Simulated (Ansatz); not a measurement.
Total energies of C$_{2}$H$_{7}$GeN (`C=C[NH][GeH3]`).

Z-matrix (Å, degrees):
```
Ge
N 1 1.840
H 1 1.534 2 106.4
H 1 1.543 2 112.4 3 120.4
H 1 1.535 2 106.4 3 -119.7
C 2 1.378 1 123.3 3 165.5
H 2 1.009 1 117.7 3 -40.0
C 6 1.334 2 126.9 1 159.0
H 6 1.088 2 113.8 1 -22.9
H 8 1.085 6 122.0 2 -2.2
H 8 1.081 6 120.2 2 176.9
```

Total charge 0; spin multiplicity 1. Correlated methods include outer-core shells of Ge, which these sets cover unevenly. Scalar relativity is left out up to krypton. All single points use the PBE0-D4/def2-TZVP geometry. It is one conformer, not always the lowest. Basis def2-TZVPP, the Gaussian-basis code of Ansatz.

RPA on PBE orbitals: Hartree–Fock energy of these orbitals -2209.59738 Eh, correlation -1.31114 Eh (frozen core).

```json
{"functional": "PBE", "energy without D4 (Eh)": "-2211.70891", "D4 term (kJ/mol)": "-19.5"}
{"functional": "revPBE", "energy without D4 (Eh)": "-2212.00398", "D4 term (kJ/mol)": "-62.7"}
{"functional": "BLYP", "energy without D4 (Eh)": "-2212.19857", "D4 term (kJ/mol)": "-43.3"}
{"functional": "r2SCAN", "energy without D4 (Eh)": "-2212.11545", "D4 term (kJ/mol)": "-4.8"}
{"functional": "B97M-V", "energy without D4 (Eh)": "-2211.81389", "D4 term (kJ/mol)": "–"}
{"functional": "PBE0", "energy without D4 (Eh)": "-2211.77928", "D4 term (kJ/mol)": "-16.4"}
{"functional": "B3LYP", "energy without D4 (Eh)": "-2212.26231", "D4 term (kJ/mol)": "-31.3"}
{"functional": "r2SCANh", "energy without D4 (Eh)": "-2212.10106", "D4 term (kJ/mol)": "-5.1"}
{"functional": "r2SCAN0", "energy without D4 (Eh)": "-2212.08086", "D4 term (kJ/mol)": "-5.6"}
{"functional": "HSE06 (plane-wave form)", "energy without D4 (Eh)": "-2211.77182", "D4 term (kJ/mol)": "-15.2"}
{"functional": "ωB97X-V", "energy without D4 (Eh)": "-2211.97474", "D4 term (kJ/mol)": "–"}
{"functional": "ωB97M-V", "energy without D4 (Eh)": "-2212.01759", "D4 term (kJ/mol)": "–"}
{"functional": "B2PLYP", "energy without D4 (Eh)": "-2211.71795", "D4 term (kJ/mol)": "–"}
{"functional": "PBE-QIDH", "energy without D4 (Eh)": "-2211.43264", "D4 term (kJ/mol)": "–"}
```

Problem. Give the same for LDA (SPW92), BHLYP, CAM-B3LYP, LC-ωPBE. (An estimate is asked.)

Solution. Computed: 
| functional | energy without D4 (Eh) | D4 term (kJ/mol) |
| --- | --- | --- |
| LDA (SPW92) | -2207.83306 | – |
| BHLYP | -2212.10205 | -23.1 |
| CAM-B3LYP | -2212.25675 | -16.5 |
| LC-ωPBE | -2211.84727 | – |

B3LYP takes the VWN-RPA correlation (the form of Gaussian; ORCA's B3LYP/G). HSE06 is the plane-wave form, built on full-range PBE exchange. The double hybrids freeze the cores in their second-order part.

LC-ωPBE has ω = 0.4 bohr⁻¹.
